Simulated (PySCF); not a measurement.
AsH2, SMILES [AsH2], multiplicity 2.

The structure is a stationary point at PBE0-D3(BJ)/def2-TZVPD. The isomer is the one that the SMILES or the coordinates give; other isomers of the formula were not compared.

The numbers are results of PySCF with TDA-B3LYP/def2-TZVPD, not measurements.

Vertical excitations. The molecule is in vacuum.

Computed excitation energies, oscillator strengths and character:
| state | energy (eV) | λ (nm) | f | main pairs |
|---|---|---|---|---|
| root 1 | 3.02 | 411 | 0.005 | β HOMO→LUMO 99 % |
| root 2 | 4.73 | 262 | 0.000 | α HOMO→LUMO+1 13 %, β HOMO−1→LUMO 87 % |
| root 3 | 5.25 | 236 | 0.000 | α HOMO→LUMO+1 86 %, β HOMO−1→LUMO 13 % |
| root 4 | 5.30 | 234 | 0.027 | α HOMO→LUMO 99 % |
| root 5 | 6.28 | 198 | 0.000 | α HOMO−1→LUMO+1 41 %, β HOMO→LUMO+2 55 % |
| root 6 | 6.74 | 184 | 0.004 | α HOMO−1→LUMO 32 %, β HOMO→LUMO+1 59 % |
| root 7 | 7.11 | 174 | 0.182 | α HOMO→LUMO+2 96 % |
| root 8 | 7.34 | 169 | 0.154 | α HOMO−1→LUMO 59 %, β HOMO→LUMO+1 35 % |
| root 9 | 7.59 | 163 | 0.000 | α HOMO→LUMO+4 61 %, α HOMO−1→LUMO+1 25 %, β HOMO→LUMO+2 13 % |
| root 10 | 7.78 | 159 | 0.008 | α HOMO→LUMO+3 99 % |
Unrestricted roots are not spin-pure.
